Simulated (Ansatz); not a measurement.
Ideal-gas functions of BrClSi, SMILES `Cl[Si]Br` at 800 K and 1 bar, from an Ansatz frequency run at PBE0-D4/def2-TZVP.

Molar mass 143.44 g/mol, point group Cs (symmetry number 1), electronic degeneracy 1, moments of inertia 39.84, 291.617, 331.456 u Å². Harmonic wavenumbers (cm⁻¹, unscaled): 161, 409, 517.

Use S(trans) = R[1.5 ln M + 2.5 ln T − 1.1517]; rotational temperatures θ = 24.2544 K / I; S(rot) = R[ln(√π/σ · √(T³/θAθBθC)) + 1.5]; for each mode x = 1.438777 ν̃/T, S = R[x/(eˣ − 1) − ln(1 − e⁻ˣ)] and H = RT x/(eˣ − 1); 1 cm⁻¹ = 0.0119627 kJ/mol; R = 8.31446 J/(mol·K).

Question: By hand: the entropy, in J/(mol·K).

Answer: Translation 191.3. Rotation: θ = 0.6088, 0.0832, 0.0732 K, giving 123.9. Vibration, mode by mode: 18.65, 11.05, 9.21, in all 38.9. Electronic 0.0. Sum 354.1 J/(mol·K).

Question: By hand: H − E and G − E in kJ/mol, counted from the electronic energy.

Answer: Zero-point energy ½ × 1087 × 0.0119627 = 6.5; thermal vibration 14.3; translation, rotation and pV give 4 RT = 26.6. H − E = 47.4 kJ/mol, and G − E = 47.4 − 800 × 354.1/1000 = -235.9 kJ/mol.

Vibration gives 11 % of the entropy.
